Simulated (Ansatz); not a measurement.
Mulliken charges of BBrH5NSSi (`NB(S)[SiH2]Br`) from B3LYP/def2-TZVPP in Ansatz (PBE0-D4/def2-TZVP geometry).

```json
{"atom": "N1", "x (Å)": "-1.615", "y (Å)": "-0.534", "z (Å)": "0.113", "charge (e)": "-0.221"}
{"atom": "B2", "x (Å)": "-0.240", "y (Å)": "-0.551", "z (Å)": "0.302", "charge (e)": "0.168"}
{"atom": "S3", "x (Å)": "0.527", "y (Å)": "-1.910", "z (Å)": "1.231", "charge (e)": "-0.202"}
{"atom": "Si4", "x (Å)": "0.886", "y (Å)": "0.931", "z (Å)": "-0.457", "charge (e)": "0.203"}
{"atom": "Br5", "x (Å)": "-0.455", "y (Å)": "2.383", "z (Å)": "-1.522", "charge (e)": "-0.261"}
{"atom": "H6", "x (Å)": "-2.065", "y (Å)": "0.208", "z (Å)": "-0.399", "charge (e)": "0.168"}
{"atom": "H7", "x (Å)": "-2.248", "y (Å)": "-1.236", "z (Å)": "0.460", "charge (e)": "0.154"}
{"atom": "H8", "x (Å)": "1.799", "y (Å)": "-1.495", "z (Å)": "1.142", "charge (e)": "0.100"}
{"atom": "H9", "x (Å)": "1.614", "y (Å)": "1.699", "z (Å)": "0.585", "charge (e)": "-0.054"}
{"atom": "H10", "x (Å)": "1.881", "y (Å)": "0.454", "z (Å)": "-1.452", "charge (e)": "-0.054"}
```

**Question.** By hand: the dipole of these point charges (1 e Å = 4.8032 D).

**Answer.** Σ q r = (-0.193, -0.443, 0.246) e Å, of length 0.542 e Å = 2.60 D.

**Question.** How does the dipole of the full density compare? (Estimate.)

**Answer.** Computed: (-0.157, -0.199, 0.102) e Å, 1.31 D; the point charges give 1.98 times that, at 14° from its direction.

Point charges leave out the atoms' own dipoles, such as those of lone pairs, and Mulliken's split depends on the basis, so the two needn't agree.

B3LYP here is the variant with VWN-RPA as its local correlation; programs differ in this.
